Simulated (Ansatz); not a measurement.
Ansatz results at the PBE0-D4/def2-TZVP geometry: zero-point energy (PBE0-D4/def2-TZVP) 103.5 kJ/mol; size of the dipole moment (B3LYP/def2-TZVPP) 1.98 D; size of the dipole moment (ωB97M-V/def2-TZVPP) 1.95 D.

Each molecule was computed in one conformer, which needn't be the lowest.

Task: Which molecule gave them?
A. `[O][AlH][F]`•
B. `[O][SiH](O)O`•
C. `[NH][SiH](F)Cl`•
D. `C[O][GeH][OH]`•

Result: B. The others give `[NH][SiH](F)Cl`•: 68.8, 0.68, 0.77; `C[O][GeH][OH]`•: 163.8, 1.97, 1.98; `[O][AlH][F]`•: 29.7, 1.42, 1.38.

B3LYP here is the variant with VWN-RPA as its local correlation; programs differ in this.
